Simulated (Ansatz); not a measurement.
C₂H₅FGeO (`F[CH]1O[CH2][GeH2]1`). The species carries charge 0 and has multiplicity 1. Geometry: relaxed with PBE0-D4/def2-TZVP.

```xyz
10

F     1.877    0.326   -1.053
C     1.210    0.145    0.145
O     0.368    1.222    0.405
C    -0.952    0.809   -0.003
Ge   -0.356   -1.083   -0.050
H     1.975    0.064    0.920
H    -1.223    1.246   -0.967
H    -1.681    1.101    0.753
H    -0.491   -1.911   -1.336
H    -0.728   -1.918    1.185
```

**Question.** What is the dipole moment at B3LYP/def2-TZVPP? (Estimate.)

**Answer.** The calculation gave: 2.41 D, with components (-1.71, -1.52, 0.76) D in this frame, pointing from negative to positive charge.

**Question.** And with PBE, r2SCAN, ωB97M-V? (Best estimate.)

**Answer.** Ansatz gave: PBE 2.14 D, r2SCAN 2.26 D, ωB97M-V 2.49 D.

**Question.** Give the Mulliken charges with B3LYP, ωB97M-V, r2SCAN in def2-TZVPP. (Best estimate.)

**Answer.** The calculation gave: 
```tsv
atom	B3LYP	ωB97M-V	r2SCAN
F1	-0.23	-0.22	-0.22
C2	0.13	0.08	0.17
O3	-0.27	-0.24	-0.26
C4	-0.15	-0.21	-0.07
Ge5	0.18	0.15	0.17
H6	0.11	0.12	0.06
H7	0.11	0.13	0.08
H8	0.12	0.13	0.08
H9	0.00	0.03	-0.01
H10	0.00	0.03	-0.01
```

B3LYP here is the variant with VWN-RPA as its local correlation; programs differ in this.
